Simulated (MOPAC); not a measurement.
MOPAC input (AM1):

```
AM1 PRECISE GNORM=0.05 LET XYZ UHF MS=0.5 GEO-OK AUX(PRECISION=9) THREADS=1
HINTe

Te   -0.03613600 1   -0.98424000 1    0.78497500 1
I     0.19657400 1    1.30204300 1   -0.71544700 1
N    -1.03270100 1   -2.27319300 1   -0.24788800 1
H    -1.31045900 1   -1.91541300 1   -1.16478100 1
```

From the output:

```
                                                       MOPAC v23.2.5 Linux

          FINAL HEAT OF FORMATION =         49.48058 KCAL/MOL =     207.02673 KJ/MOL

          COSMO AREA              =        121.01 SQUARE ANGSTROMS
          COSMO VOLUME            =        111.70 CUBIC ANGSTROMS

          GRADIENT NORM           =          0.02049          =       0.01024 PER ATOM
          IONIZATION POTENTIAL    =          7.691942 EV
          ALPHA SOMO LUMO (EV)    =         -7.692 -1.335
          BETA  SOMO LUMO (EV)    =         -8.520 -1.929
          NO. OF ALPHA ELECTRONS  =         10
          NO. OF BETA  ELECTRONS  =          9
          MOLECULAR WEIGHT        =        269.5191         POINT GROUP:  Cs

          MOLECULAR DIMENSIONS (Angstroms)

            Atom       Atom       Distance
            H     4    I     2     3.77398
           Te     1    H     4     1.86384
            I     2    N     3     0.00001

          SCF CALCULATIONS        =         16

   ATOM   CHEMICAL          X               Y               Z
  NUMBER   SYMBOL      (ANGSTROMS)     (ANGSTROMS)     (ANGSTROMS)

     1      Te         -0.04098300  *  -0.97674206  *   0.76787350  *
     2       I          0.19557754  *   1.28042161  *  -0.69864257  *
     3       N         -0.99522799  *  -2.17659536  *  -0.25126694  *
     4       H         -1.38443505  *  -2.11726676  *  -1.14832625  *

                             CARTESIAN COORDINATES

   1   Te       -0.040982996    -0.976742060     0.767873500
   2    I        0.195577541     1.280421606    -0.698642572
   3    N       -0.995227986    -2.176595358    -0.251266940
   4    H       -1.384435050    -2.117266757    -1.148326253

           Empirical Formula: H N Te I  =     4 atoms

      MOLECULAR POINT GROUP   :   Cs

          ALPHA EIGENVALUES
 -33.52982 -29.09006 -22.18975 -15.55780 -12.79237 -11.63874 -10.47521 -10.18776
  -9.91636  -7.69194  -1.33511  -0.68519   5.25412

           BETA EIGENVALUES
 -31.88083 -29.39124 -20.71817 -14.98127 -11.12839 -10.79355 -10.41903  -9.76421
  -8.51995  -1.92924   0.02172   0.45135   5.76558

              NET ATOMIC CHARGES AND DIPOLE CONTRIBUTIONS

  ATOM NO.   TYPE          CHARGE      No. of ELECS.   s-Pop       p-Pop
    1         Te           0.519962        5.4800     1.93526     3.54478
    2          I          -0.180072        7.1801     1.98745     5.19262
    3          N          -0.523405        5.5234     1.71185     3.81156
    4          H           0.183515        0.8165     0.81649
 DIPOLE           X         Y         Z       TOTAL
 POINT-CHG.     1.010     0.059     2.142     2.369
 HYBRID        -0.918    -0.278    -1.749     1.995
 SUM            0.092    -0.219     0.392     0.459

          ATOMIC ORBITAL ELECTRON POPULATIONS

     Atom    s        px        py        pz
    1 Te   1.93526   1.49287   0.90819   1.14373
    2  I   1.98745   1.98747   1.44161   1.76353
    3  N   1.71185   1.21863   1.36863   1.22429
    4  H   0.81649

                    (SZ)    =    0.500000
                    (S**2)  =    0.966648

          ATOMIC ORBITAL SPIN POPULATIONS

    Atom   Total    s     px     py     pz
         Atomic
    1 Te  0.5135  0.000  0.171  0.229  0.114
    2  I -0.4146  0.002 -0.002 -0.289 -0.126
    3  N  0.9149  0.048  0.550  0.170  0.146
    4  H -0.0139 -0.014

 **********************
 *                    *
 * JOB ENDED NORMALLY *
 *                    *
 **********************

 == MOPAC DONE ==
```

The geometry given is a B3LYP-D3(BJ)/def2-TZVP minimum.

The determinant is spin-contaminated: <S^2> is 0.97 against 0.75 for a pure state.
